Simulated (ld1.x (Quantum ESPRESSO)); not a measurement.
Debugging a pseudopotential input (Ca, ld1.x (Quantum ESPRESSO) 7.5)

Command:

```bash
ld1.x < Ca.in > Ca.out
```

Input:

```
&input
   title='Ca', zed=20., rel=1, dft='PBESOL', iswitch=3,
   config='[Ar] 3d0 4s1 4p0',
   nld=3, rlderiv=3.35, eminld=-3.0, emaxld=5.0, deld=0.02
 /
 &inputp
   pseudotype=2, tm=.true., lloc=0,
   nlcc=.false.,
   file_pseudopw='Ca.UPF', file_wfcaegen='ae.wfc', file_wfcncgen='nc.wfc', file_beta='beta', file_chi='chi'
 /
3
6P  2  1   0.00   0.00  3.10  3.10  0.0
3D  3  2   0.00   0.00  2.55  2.55  0.0
4S  1  0   1.00   0.00  3.00  3.00  0.0
 &test
   configts(1)='3d0 4s1 4p0'
 /
```

Output:

```
Program LD1 v.7.5

 %%%%%%%%%%%%%%%%%%%%%%%%%%%%%%%%%%%%%%%%%%%%%%%%%%%%%%%%%%%%%%%%%%%%%%%%%%%%%%
     Error in routine ld1_setup (1):
     no all electron for this ps
 %%%%%%%%%%%%%%%%%%%%%%%%%%%%%%%%%%%%%%%%%%%%%%%%%%%%%%%%%%%%%%%%%%%%%%%%%%%%%%

     stopping ...
```

Question: This input was made by a single change from one that runs to its end. What was changed?

Answer: The change: label 4P replaced by a shell that config does not hold. The program refuses the input: "ld1_setup: no all electron for this ps".
